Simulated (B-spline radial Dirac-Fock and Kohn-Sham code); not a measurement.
## Elastic and transport cross sections of dysprosium for positrons

These are calculated numbers from a B-spline atomic structure program; the model is relativistic (Dirac) partial waves in the static field of the Dirac-Fock atom, without polarisation or absorption potentials. Below a few hundred eV the neglected polarisation potential matters, most of all at small angles. σ_tr1 and σ_tr2 weight the cross section with 1 − P₁ and 1 − P₂ of cos θ; "backward" is the share scattered beyond 90°.

```
energy (eV)  σ (a₀²)  σ_tr1 (a₀²)  σ_tr2 (a₀²)  σ/σ_tr1  backward (%)
        145     24.9         3.71         6.43     6.72           4.2
        184     22.4         3.12         5.45     7.18           3.8
        892     10.9        0.895         1.66     12.1           2.0
       1380     8.75        0.611         1.15     14.3           1.6
       2880     5.98        0.300        0.596     19.9           1.0
       6220     3.93        0.127        0.269     30.9          0.56
      10600     2.90       0.0665        0.145     43.6          0.35
      20900     1.92       0.0271       0.0620     70.9          0.18
      26000     1.68       0.0200       0.0464     83.9          0.15
      51400     1.08      0.00738       0.0179      147         0.068
      53900     1.05      0.00687       0.0167      153         0.065
      63000        ?            ?            ?        ?             ?
      70900    0.882      0.00452       0.0112      195         0.046
      96500    0.727      0.00280      0.00705      259         0.031
     102000    0.703      0.00257      0.00649      273         0.029
     108000    0.679      0.00235      0.00595      289         0.027
```

Q: Fill in the row for 63 keV.

A: σ = 0.950 a₀², σ_tr1 = 0.00542 a₀², σ_tr2 = 0.0133 a₀², σ/σ_tr1 = 175, backward 0.053 %. The ratio σ/σ_tr1 is roughly the number of elastic collisions that randomise the direction.
